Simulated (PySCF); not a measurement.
Species: C2H7BF2GeO.
SMILES with atom numbers: `[CH3:1][O:2][CH2:3][GeH2:4][B:5]([F:6])[F:7]` (hydrogens: H8, H9, H10 on C1; H11, H12 on C3; H13, H14 on Ge4)

Structure used (PBE0-D3(BJ)/def2-SVP), in Å, numbered top down from 1:
```
atom  x, y, z in Å
C1     1.886    1.075   -0.517
O2     0.708    0.326   -0.508
C3     0.519   -0.429    0.660
Ge4   -1.214   -1.326    0.375
B5    -2.272    0.221   -0.502
F6    -2.729    0.195   -1.737
F7    -2.483    1.330    0.180
H8     1.917    1.804    0.316
H9     1.930    1.624   -1.468
H10    2.782    0.428   -0.441
H11    1.346   -1.146    0.824
H12    0.460    0.221    1.557
H13   -1.043   -2.541   -0.552
H14   -1.815   -1.790    1.716
```

Linear response at PBE0/def2-SVPD (PySCF, frozen core in the response, non-relativistic). Relativistic effects, spin–orbit coupling among them, are left out although an element past zinc is present.

Static isotropic polarisability: 76.47 au (11.33 Å³), principal values 68.0, 75.0, 86.4 au.

Q: What is the polarisability at 1064 nm and at the sodium D line?

A: 77.17 au at 1064 nm (+0.9 %), 78.81 au at 589.3 nm (+3.1 %). The rise at 589.3 nm is 3.37 times that at 1064 nm; a pure ω² law gives 3.26. The lowest singlet lies at 207 nm, shorter than both wavelengths.

Q: What is the isotropic C6 coefficient between two such molecules, C6 = (3/π)∫α(iω)² dω?

A: 2342 au (Eh·bohr⁶) by a ten-point quadrature over imaginary frequencies, which is 1400 eV·Å⁶ or 135 J·nm⁶/mol.

Q: Which effective excitation energy ω̄ makes London's formula C6 = (3/4)α²ω̄ exact here?

A: ω̄ = 4·C6/(3α²) = 0.534 Eh = 14.5 eV. A one-pole form α(ω) = α/(1 − ω²/ω̄²) fitted to the 1064 nm value gives 12.3 eV. London's choice of the ionisation energy (10.00 eV, ΔSCF at the same level) gives C6 = 1610 au, 31 % too low.

Q: The lowest 10 singlets have (eV, f): 5.98, 0.004; 6.47, 0.080; 6.81, 0.010; 7.17, 0.022; 7.55, 0.016; 7.60, 0.017; 7.69, 0.004; 7.71, 0.018; 8.05, 0.109; 8.14, 0.004. What share of the static polarisability do they carry in the sum over states α = Σ f/ω²?

A: 3.99 au, 5.2 % of α; the largest term, 1.42 au, is that of the state at 6.47 eV. Their oscillator strengths add up to 0.29. Higher states carry the rest.

Q: What molar refraction at the D line follows from R = (4π/3)·N_A·α′, with α′ the polarisability volume?

A: α′ = 11.68 Å³ gives R = 29.46 cm³/mol, for isolated, non-vibrating species.

Q: What n − 1 at the D line would an ideal gas of it have at 273.15 K and 1 atm (2.6868 × 10¹⁹ cm⁻³), by n − 1 = 2π·N·α′?

A: 19.72 × 10⁻⁴, a formal value whether or not that pressure can be reached.

Q: How many electrons N does the Slater–Kirkwood formula C6 = (3/4)·√N·α^(3/2) need to give this C6?

A: N = (4·C6/3)²/α³ = 21.8; the species has 82 electrons in all.

Q: How anisotropic is the static polarisability, by Δα² = ½[(α1 − α2)² + (α2 − α3)² + (α3 − α1)²]?

A: Δα = 16.1 au, or 0.21 of the isotropic value.

Time: 3.1 min; peak memory 0.93 GiB. Hardware: AMD EPYC 7B13, one thread, shared host with 96 logical CPUs at a one-minute load of 24. This is the whole response run at PBE0/def2-SVPD, SCF included.

One conformer stands for the species.
